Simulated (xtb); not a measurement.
H$_{2}$Cl$_{2}$Si, triplet, from a rough starting geometry (a higher spin typed on purpose: for a closed-shell molecule this is an excited state); GFN2-xTB (xtb 6.7.1).

Input for xtb:
```
$ xtb mol.xyz --gfn 2 --uhf 2 --opt vtight --json

# file mol.xyz
5

Si     0.03178492    -0.10419922    -0.01855608
Cl     1.66946984     0.94250799     0.01848707
Cl    -1.64186169     1.10413576    -0.08541282
H     -0.05541625    -0.84659225     1.24414793
H     -0.01164117    -1.02517267    -1.21634392
```

Problem. What does xtb print? Leave out banner, timings and long lists.

Solution. 
```
   ID    Z sym.   atoms
    1   14 Si     1
    2   17 Cl     2, 3
    3    1 H      4, 5

           -------------------------------------------------
          |                Calculation Setup                |
           -------------------------------------------------

           -------------------------------------------------
          |                 G F N 2 - x T B                 |
           -------------------------------------------------

          ...................................................
          :                      SETUP                      :
          :.................................................:
          :  # basis functions                  32          :
          :  # atomic orbitals                  29          :
          :  # shells                           11          :
          :  # electrons                        20          :
          :  max. iterations                   250          :
          :  Hamiltonian                  GFN2-xTB          :
          :  restarted?                      false          :
          :  GBSA solvation                  false          :
          :  PC potential                    false          :
          :  electronic temp.          300.0000000     K    :
          :  accuracy                    1.0000000          :
          :  -> integral cutoff          0.2500000E+02      :
          :  -> integral neglect         0.1000000E-07      :
          :  -> SCF convergence          0.1000000E-05 Eh   :
          :  -> wf. convergence          0.1000000E-03 e    :
          :  Broyden damping             0.4000000          :
          :  net charge                          0          :
          :  unpaired electrons                  2          :
          ...................................................

 iter      E             dE          RMSdq      gap      omega  full diag
   1    -11.7248857 -0.117249E+02  0.107E+01    0.39       0.0  T
   2    -11.7206655  0.422026E-02  0.823E+00    0.51       1.0  T
   3    -11.7118833  0.878217E-02  0.480E+00    0.68       1.0  T
   4    -11.7307968 -0.189135E-01  0.263E+00    0.75       1.0  T
   5    -11.7405423 -0.974546E-02  0.982E-01    0.73       1.0  T
   6    -11.7408821 -0.339816E-03  0.712E-01    0.77       1.0  T
   7    -11.7415190 -0.636856E-03  0.417E-01    0.78       1.0  T
   8    -11.7416751 -0.156191E-03  0.196E-01    0.79       1.0  T
   9    -11.7417081 -0.329649E-04  0.140E-01    0.79       1.0  T
[...]
 * total energy  :   -11.7754874 Eh     change       -0.4320014E-03 Eh
 * total energy  :   -11.7756718 Eh     change       -0.1843993E-03 Eh
 * total energy  :   -11.7760290 Eh     change       -0.3571398E-03 Eh
 * total energy  :   -11.7762754 Eh     change       -0.2464766E-03 Eh
 * total energy  :   -11.7764395 Eh     change       -0.1640253E-03 Eh
 * total energy  :   -11.7765278 Eh     change       -0.8834382E-04 Eh
 * total energy  :   -11.7765640 Eh     change       -0.3624761E-04 Eh
 * total energy  :   -11.7765648 Eh     change       -0.7450457E-06 Eh
 * total energy  :   -11.7765657 Eh     change       -0.9365673E-06 Eh
 * total energy  :   -11.7765657 Eh     change        0.2374647E-07 Eh
 * total energy  :   -11.7765662 Eh     change       -0.4482269E-06 Eh
 * total energy  :   -11.7765662 Eh     change       -0.1262332E-07 Eh
   *** GEOMETRY OPTIMIZATION CONVERGED AFTER 33 ITERATIONS ***
         :: total energy             -11.776566166468 Eh    ::
[...]
      -------------------------------------------------------------
                  HL-Gap            0.1243615 Eh            3.3840 eV
             Fermi-level           -0.3380443 Eh           -9.1987 eV

     #   Z          covCN         q      C6AA      α(0)
     1  14 Si       3.396     0.406   109.774    20.647
     2  17 Cl       0.784    -0.236   106.464    15.784
     3  17 Cl       0.784    -0.236   106.464    15.784
     4   1 H        0.906     0.083     1.948     2.184
     5   1 H        0.922    -0.018     3.391     2.880

 Mol. C6AA /au·bohr⁶  :       1165.037139
 Mol. C8AA /au·bohr⁸  :      53592.673392
 Mol. α(0) /au        :         57.277759

Wiberg/Mayer (AO) data.
largest (>0.10) Wiberg bond orders for each atom

 ---------------------------------------------------------------------------
     #   Z sym  total        # sym  WBO       # sym  WBO       # sym  WBO
 ---------------------------------------------------------------------------
     1  14 Si   2.977 --     5 H    0.869     2 Cl   0.719     3 Cl   0.718
                             4 H    0.671
     2  17 Cl   1.088 --     1 Si   0.719     3 Cl   0.216     4 H    0.110
     3  17 Cl   1.088 --     1 Si   0.718     2 Cl   0.216     4 H    0.110
     4   1 H    0.931 --     1 Si   0.671     3 Cl   0.110     2 Cl   0.110
     5   1 H    0.998 --     1 Si   0.869
 ---------------------------------------------------------------------------

Topologies differ in total number of bonds
Writing topology from bond orders to xtbtopo.mol

molecular dipole:
                 x           y           z       tot (Debye)
 q only:       -0.002      -0.094      -0.081
   full:        0.015       0.164      -0.176       0.613
molecular quadrupole (traceless):
                xx          xy          yy          xz          yz          zz
 q only:       -8.091       0.658       4.263      -0.369       0.400       3.828
  q+dip:       -7.677       0.567       3.227      -0.358       0.695       4.450
   full:       -6.153       0.457       2.704      -0.276       0.687       3.449

optimized geometry written to: xtbopt.xyz

           -------------------------------------------------
          | TOTAL ENERGY              -11.776566166468 Eh   |
          | GRADIENT NORM               0.000057731692 Eh/α |
          | HOMO-LUMO GAP               3.384049809420 eV   |
           -------------------------------------------------

normal termination of xtb
```
